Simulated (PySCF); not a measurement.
Compound: C3H7AlIN.
Geometry (PBE0-D3(BJ)/def2-SVP, Å), atoms numbered from 1 in this order:
```
atom  x, y, z in Å
Al1   -3.135    0.607    0.447
N2    -1.227   -0.063    0.193
C3    -0.141   -0.423    0.054
C4     1.244   -0.834   -0.099
C5     2.194    0.230    0.441
I6     4.237   -0.375    0.196
H7    -2.817    1.863    1.395
H8    -3.504    0.911   -1.083
H9    -3.777   -0.694    1.129
H10    1.376   -1.793    0.429
H11    1.428   -1.028   -1.169
H12    2.083    1.181   -0.094
H13    2.044    0.400    1.514
```

Computed, not measured: PBE0-D3(BJ)/def2-SVP geometry optimisation, gas phase, def2 core potentials past Kr (PySCF).

Question: Which atoms are bound to Al1, and at what distances?

Answer: 4 atoms: H8 1.603 Å, H9 1.603 Å, H7 1.605 Å, N2 2.038 Å. The nearest atom not counted as bound is C3, at 3.19 Å.

Question: List the angles at Al1.

Answer: 
| angle | degrees | distance of the outer atoms (Å) |
| --- | --- | --- |
| H8–Al1–H9 | 117.9 | 2.75 |
| H7–Al1–H9 | 117.6 | 2.74 |
| H7–Al1–H8 | 117.4 | 2.74 |
| N2–Al1–H9 | 99.3 | 2.79 |
| N2–Al1–H8 | 99.2 | 2.79 |
| N2–Al1–H7 | 98.4 | 2.77 |

Question: What is the shape at Al1?

Answer: Distorted tetrahedral: angles from 98.4° to 117.9°; τ4 = (360° − α − β)/141° = 0.88 with α and β the two widest (0 for a square, 1 for a tetrahedron).

Question: What are the other bond lengths?

Answer: N2≡C3 1.152 Å; C3–C4 1.454 Å; C4–C5 1.525 Å; C5–I6 2.145 Å; C4–H10, C4–H11 1.102 Å; C5–H12, C5–H13 1.097 Å.

Question: Give some angles away from the centre.

Answer: Al1–N2–C3 179.0°, N2–C3–C4 178.0°, C3–C4–C5 111.0°, C4–C5–I6 110.8°.

Point group: near Cs, missed by 0.39 Å at most; the miss may be what the optimiser left on a soft mode. Charge 0, singlet. No frequency check.

The run took 2.4 min wall on one thread of an Arm Neoverse V1, shared host with 32 logical CPUs at a one-minute load of 9.7, and the process peaked at 0.53 GiB of memory. These figures are those of the optimisation.

One conformer stands for the species.
